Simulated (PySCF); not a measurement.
# Nonlinear optical response: `InChI=1S/C6H5BrS/c7-5-3-1-2-4-6(5)8/h1-4,8H`

Geometry:
| atom | x (Å) | y (Å) | z (Å) |
| --- | --- | --- | --- |
| S1 | 1.654 | -1.313 | -1.541 |
| C2 | -0.053 | -1.171 | -1.146 |
| C3 | -0.901 | -2.167 | -1.660 |
| C4 | -2.267 | -2.151 | -1.409 |
| C5 | -2.827 | -1.136 | -0.634 |
| C6 | -2.007 | -0.141 | -0.115 |
| C7 | -0.635 | -0.157 | -0.368 |
| Br8 | 0.407 | 1.237 | 0.376 |
| H9 | 2.052 | -0.209 | -0.873 |
| H10 | -0.466 | -2.964 | -2.267 |
| H11 | -2.897 | -2.941 | -1.824 |
| H12 | -3.900 | -1.116 | -0.432 |
| H13 | -2.425 | 0.663 | 0.493 |

Computed, not measured: quadratic response CAM-B3LYP/aug-cc-pVDZ first hyperpolarisability, Taylor convention, gas phase (PySCF 2.14.0). Geometry: PBE0-D3(BJ)/def2-SVP.

The calculation is non-relativistic, which matters for the atoms heavier than Zn.

Q: What is the first hyperpolarisability, and how does it disperse?

A: In au, Taylor convention; the vector part is βᵢ = ⅓ Σⱼ (βᵢⱼⱼ + βⱼᵢⱼ + βⱼⱼᵢ); β∥ is 3/5 of the vector part along the dipole, the dipole points from − to +:
| process | λ (nm) | β vector norm | β∥ | β HRS | depolarisation ratio |
| --- | --- | --- | --- | --- | --- |
| static β(0;0,0) | ∞ | 212.4 | -127.1 | 97.6 | 3.75 |
| second harmonic β(−2ω;ω,ω) | 1907 | 234.0 | -140.2 | 106.5 | 3.87 |
| Pockels β(−ω;ω,0) | 1907 | 219.3 | -131.3 | – | – |
| second harmonic β(−2ω;ω,ω) | 1064 | 294.4 | -176.6 | 131.4 | 4.17 |
| Pockels β(−ω;ω,0) | 1064 | 235.7 | -141.2 | – | – |

Q: Which lowest excitations, dipole and polarisabilities go with it?

A: S1 4.89 eV (f = 0.018); S2 5.10 eV (f = 0.000); S3 5.34 eV (f = 0.154); dipole 1.48 D; isotropic α 112.3 au static, 112.8 au at 1907 nm, 113.8 au at 1064 nm, 114.2 au at 953.5 nm, 119.0 au at 532 nm.
